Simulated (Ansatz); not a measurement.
Program: Ansatz. Geometries: PBE0-D4/def2-TZVP. ΔE: electronic, gas phase. CCSD(T)/CBS is the MP2 limit (def2-TZVPP, def2-QZVPP) plus CCSD(T) − MP2 in def2-TZVPP, frozen cores. This one scheme is used for every species. Functionals use def2-TZVPP. For Ge outer-core shells are correlated without core-valence functions, which leaves a few kJ/mol of doubt a bond. Scalar relativity is left out up to krypton. One conformer a species, not always the lowest.

`O[B](F)[GeH3]` + CH₃SH → `CSB(O)F` + GeH₄  (cleavage of the B–Ge bond)

`O[B](F)[GeH3]`:

Cartesian coordinates in Å:
```
O -0.786 0.535 1.765
B -0.542 -0.399 0.824
F -1.005 -1.616 1.077
Ge 0.488 -0.054 -0.954
H -0.438 1.403 1.551
H -0.400 -0.342 -2.174
H 0.945 1.417 -1.035
H 1.738 -0.944 -1.053
```

CH₃SH:

```xyz
6

C     0.132   -0.453   -0.136
S     0.400    1.195    0.553
H    -0.596   -1.016    0.446
H     1.092   -0.966   -0.080
H    -0.175   -0.405   -1.180
H    -0.854    1.645    0.397
```

`CSB(O)F`:

```xyz
9

C     0.059    0.748   -1.305
S    -1.067   -0.537   -0.708
B    -0.401   -0.843    0.935
O     0.676   -0.173    1.409
F    -1.004   -1.765    1.691
H    -0.263    1.001   -2.315
H     0.003    1.633   -0.675
H     1.083    0.381   -1.333
H     0.916   -0.444    2.301
```

GeH₄:

Cartesian coordinates in Å:
```
Ge 0.000 0.000 0.000
H 0.980 -1.109 -0.403
H -1.438 -0.518 -0.126
H 0.190 1.210 -0.923
H 0.268 0.417 1.452
```

| level | ΔE (kJ/mol) |
| --- | --- |
| B97M-V | -86.7 |
| HF/CBS(def2) | -81.0 |

Question: What does CCSD(T)/CBS give? (Best estimate.)

Answer: Computed: -73.2 kJ/mol. The listed levels differ from it by -13.5, -7.8 kJ/mol.

Largest T1 diagnostic among the species: 0.013.

Leaving LDA and LC-ωPBE aside and taking each functional with its dispersion term where it has one, the values, not all of them listed here, spread over 13.8 kJ/mol, from B97M-V to PBE-D4. LDA lies −6.7 kJ/mol from PBE without D4. At CCSD(T), def2-SVP lies −17.1 kJ/mol from the extrapolated value and def2-TZVPP −1.5 kJ/mol.
